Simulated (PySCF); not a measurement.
Calculation: PBE-D3(BJ)/def2-TZVP // B3LYP-D3(BJ)/def2-TZVP in PySCF. All species are isolated molecules in the gas phase. 

Reference species (SMILES): `F[CH]F` (neutral, multiplicity 2).

```yaml
dipole_moment: 1.23 D
highest_occupied_spin_orbital: -5.17 eV
```

Changed species: `[SeH]` (radical fragment; the reference has radical fragment).

Q: What does the change do to the dipole moment and highest occupied spin orbital?

A: the dipole moment decreases by 0.68 D, to 0.55 D; the highest occupied spin orbital falls by 0.63 eV, to -5.80 eV.
